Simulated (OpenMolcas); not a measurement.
## W5+: moving or changing the point charges

W5+ among 6 point charges of -1.7 e arranged as a trigonal prism (D3h), 1.91 Å from the ion, with a polar angle of 41.7° against the regular 49.1°.

```yaml
Program: OpenMolcas
Method: "SS-CASPT2, IPEA 0.25 Eh, imaginary shift 0.1 Eh (closed shells correlated: 4f 5s 5p)"
Basis: ANO-RCC-VTZP [8s7p5d3f2g1h]
Scalar_Hamiltonian: DKH2, point nucleus
Active_space: 1 electron in 5 orbitals (5d)
State_averaging: 2S+1 = 2 even, 5 roots
Spin-orbit_coupling: RASSI with atomic mean-field integrals over the reference wave functions
```

Runs around this geometry, states (labels of D3, the rotations of D3h). Energies in cm-1 above the lowest state or level, χT in cm3 K/mol.

| R (Å) | q (e) | Polar angle / regular | Ground state | First state of that spin | First gap with spin-orbit (degeneracies) | χT at 300 K |
| --- | --- | --- | --- | --- | --- | --- |
| 1.91 | -1.36 | 0.85 | 2E | 2A1 12560 | 7150 (2, 2) | 0.143 |
| 1.91 | -1.7 | 0.85 | 2E | 2A1 13990 | 6900 (2, 2) | 0.140 |
| 2.08 | -1.7 | 0.85 | 2E | 2A1 12740 | 7210 (2, 2) | 0.144 |
| 1.91 | -1.7 | 0.92 | 2E | 2A1 10320 | 7040 (2, 2) | 0.140 |

Taking the first state of the same spin as R^-n, n = -ln(12740 / 13990) / ln(2.08 / 1.91) = 1.1 between the shortest and longest distance.

Scaling the charges by -1.36 / -1.7 = 0.80 scales the first state of the same spin by 12560 / 13990 = 0.90; with fixed orbitals a first-order splitting would follow the charge.

Roots that are degenerate in the reference are averaged as groups; the widest CASPT2 spread within a group is 120 cm-1 (the 2-fold group of multiplicity 2 near 0 cm-1 above the lowest state of its run, R = 1.91, q = -1.7, ratio = 0.92). Shifts and gaps below about the spread of the groups concerned are not significant. An orbital doublet at a regular site is open to a Jahn-Teller distortion, which this geometry leaves out. Free-ion shares, where given, are those of the reference states; single-state CASPT2 does not remix them. This is an electrostatic model: the charges have no orbitals. No measured value stands beside these numbers.
